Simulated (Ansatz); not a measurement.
The same path of H2S + H4HfO4 (12 atoms, charge 0, multiplicity 1) was run twice with different band settings. Lost on the way: S10–H12. Made: Hf1–S10, O2–H12.

Computed with Ansatz, RHF/def2-SVP.

Relaxed end points:

```xyz
12
Properties=species:S:1:pos:R:3
Hf -0.316 -0.407 0.063
O -0.280 -0.159 2.004
H -0.435 -0.270 2.923
O 1.506 -0.599 -0.583
H 2.368 -0.671 -0.946
O -1.189 1.107 -0.777
H -1.504 1.916 -1.132
O -1.314 -2.018 -0.349
H -1.806 -2.772 -0.610
S 1.817 2.979 1.807
H 2.890 2.227 1.557
H 1.088 1.956 2.260
```

```xyz
12
Properties=species:S:1:pos:R:3
Hf 0.215 0.307 0.149
O 0.745 -0.633 2.283
H -0.030 -1.092 2.586
O 1.722 -0.655 -0.592
H 2.443 -1.109 -0.984
O -0.543 1.230 -1.370
H -0.873 1.665 -2.133
O -1.323 -0.832 0.694
H -2.155 -1.069 0.322
S 0.796 2.349 1.583
H 0.679 3.310 0.665
H 1.150 -0.182 3.012
```

Common settings: movable images 5; climbing image yes; spring 5.0 eV/Å²; optimiser quadratic models (default); start path through a guess of the saddle point; iteration limit 60; end points relaxed.

| run | force threshold |
| --- | --- |
| 1 | 0.03 eV/Å |
| 2 | 0.2 eV/Å |

Task: What does each run give, and how far can it be trusted?

Result: Run 1: converged after 41 iterations, highest image 0.836 eV above the first end. A vibrational analysis at the climbing image gives one clearly imaginary mode, 1487i cm⁻¹: a first-order saddle point.
Run 2: converged after 28 iterations, highest image 0.861 eV above the first end. The threshold of 0.2 eV/Å is loose, so the images may lie well off the minimum-energy path. The order of the point at the top wasn't checked.
The orbitals stay closed-shell, which can raise the energy where a bond breaks towards radicals; this wasn't checked here.
